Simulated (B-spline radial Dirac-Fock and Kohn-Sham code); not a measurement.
## Binding energies of Ru in different valence configurations

The computed values come from a radial finite-basis atomic code: Dirac-Fock energy differences between relaxed states, corrected for Breit and QED terms. Correlation energy is missing from these numbers.

Reference: the tabulated ground configuration [Kr] 4d7 5s1, with 2s 3238.8 eV, 2p1/2 2976.6 eV, 2p3/2 2847.6 eV, 3s 596.7 eV, 3p1/2 494.5 eV, 4p3/2 53.51 eV, Kα1 19277.8 eV, Kβ1 21653.4 eV.

Shifts from the reference in eV.

| configuration | average energy | 2s | 2p1/2 | 2p3/2 | 3s | 3p1/2 | 4p3/2 | Kα1 | Kβ1 |
| --- | --- | --- | --- | --- | --- | --- | --- | --- | --- |
| [Kr] 4d6 5s1 5p1 | +4.23 | +6.27 | +6.24 | +6.25 | +6.20 | +6.20 | +5.03 | -0.26 | -0.21 |
| [Kr] 4d7 5p1 | +2.74 | +1.62 | +1.64 | +1.64 | +1.63 | +1.65 | +1.69 | +0.04 | +0.03 |
| [Kr] 4d6 5s2 | +1.54 | +4.94 | +4.86 | +4.87 | +4.90 | +4.81 | +3.63 | -0.24 | -0.18 |
| [Kr] 4d8 | +0.77 | -4.27 | -4.24 | -4.25 | -4.25 | -4.24 | -3.36 | +0.23 | +0.22 |
